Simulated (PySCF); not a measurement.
Input file for PySCF: R-B3LYP/3-21G on CH6AlN (SMILES C[NH][AlH2]), a point of a torsion scan.

```python
from pyscf import gto, scf, dft, mp
from pyscf.data.elements import chemcore

mol = gto.M(
    atom='''
    C    -1.29852115    0.26506035    0.22068514
    N    -0.06334722   -0.49332074    0.02460924
    Al    1.64702639   -0.01933069   -0.15133678
    H    -2.00296256    0.10166310   -0.60091619
    H    -1.05445519    1.32602632    0.25794312
    H    -1.79131911   -0.00865395    1.15880228
    H    -0.27967840   -1.48846609   -0.01195437
    H     2.71416776   -1.11276464   -0.34825073
    H     2.12307299    1.44827111   -0.11635896
    ''',
    basis='3-21g',
    charge=0, spin=0, verbose=3, max_memory=1800)
mf = dft.RKS(mol, xc='b3lyp')
mf.conv_tol = 1e-8
mf.max_cycle = 100
mf.kernel()
if not mf.converged:
    mf = mf.newton().run(mf.mo_coeff, mf.mo_occ)
```

### Question
Give the final energy of this run.

### Answer
-337.0592 hartree.
